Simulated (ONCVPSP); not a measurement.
**What the settings do to the ONCV potential of Sr**

Base potential:

strontium (Sr), optimised norm-conserving Vanderbilt (ONCV), made with ONCVPSP 4.0.1 (PBE, fully relativistic). Core [Ar] 3d10, reference 4s2 4p6 4d0.5 5s1.5. Waves: 4s+5s: rc 2.50 bohr, ncon 4, nbas 7, qcut 3.6 1/bohr, 3 projectors, debl 0.5 Ha; 4p: rc 1.60 bohr, ncon 4, nbas 8, qcut 4.7 1/bohr, 2 projectors, debl 3 Ha; 4d: rc 3.45 bohr, ncon 4, nbas 8, qcut 5.1 1/bohr, 1 projector. Local part: polynomial inside 1.50 bohr (lpopt 5, dvloc0 2 Ha). Core correction: Teter function, fcfact 4.25, rcfact 1.4.

Open shells are filled in proportion to 2j + 1.

Cutoffs, loose and tight: the cutoffs (Ha) at which the residual kinetic energy of the hardest occupied pseudo-wave falls to 1 and 0.1 mHa per electron. They do not see the model core or the augmentation charge, which bear on the density cutoff. Test errors are all-electron minus pseudo excitation energies from the reference, over the configurations 4s2 4p6 4d0 5s2; 4s2 4p6 4d0 5s1; 4s2 4p6 4d0 5s0; 4s2 4p6 4d1 5s1. A dash means not determined; rows that change the core or the reference have their own tests. The largest error is taken over the tests solved by every variant that gives reliable tests at all: 4s2 4p6 4d0 5s1; 4s2 4p6 4d0 5s2; 4s2 4p6 4d1 5s1.

A true bound ghost makes a file unfit for plane-wave use even where its test errors are small: the radial tests pick states by their node count and pass the ghost by.

| change | outcome | cutoff, loose | cutoff, tight | bound ghosts | GHOST(+) flags above zero | largest test error (meV) |
| --- | --- | --- | --- | --- | --- | --- |
| base | generated | 23 Ha | 74 Ha | none | s, d5/2, d3/2 | +2.7 |
| s: qcut 2.8 | generated | 23 Ha | 74 Ha | none | s, d5/2, d3/2 | +2.6 |
| s: nbas 8 | generated | 23 Ha | 74 Ha | none | s, d5/2, d3/2 | +2.7 |
| all radii but the core radius scaled by about 0.97 (s 2.42, p 1.54, d 3.34 bohr); local potential polynomial inside 1.46 bohr (lpopt 5, dvloc0 2 Ha) | generated | 32 Ha | 82 Ha | none | s | +2.3 |
| local potential polynomial inside 1.40 bohr (lpopt 1, dvloc0 0 Ha) | generated | 23 Ha | 74 Ha | none | s | +2.7 |
| s: rc 3.6 | generated | 23 Ha | 74 Ha | none | d5/2, d3/2 | +2.6 |
| core correction Teter function, fcfact 4.5, rcfact 1.4 | generated | 23 Ha | 74 Ha | none | s, d5/2, d3/2 | +2.7 |
| d: qcut 3.1 | generated | 23 Ha | 74 Ha | d5/2, d3/2 | s | +11 |

Q: What comes out with this change to the base: reference 4s2 4p6 5s1; wave 4d: rc 3.45 bohr, ncon 4, nbas 8, qcut 5.1 1/bohr, 1 projector becomes d scattering state at 0.27 Ha: rc 3.45 bohr, ncon 4, nbas 8, qcut 5.1 1/bohr, 1 projector?

A: outcome: generated, projector energies reset by the program; cutoff, loose: 23 Ha; cutoff, tight: 74 Ha; bound ghosts: none; GHOST(+) flags above zero: s, d5/2, d3/2; largest test error (meV): -1.9.
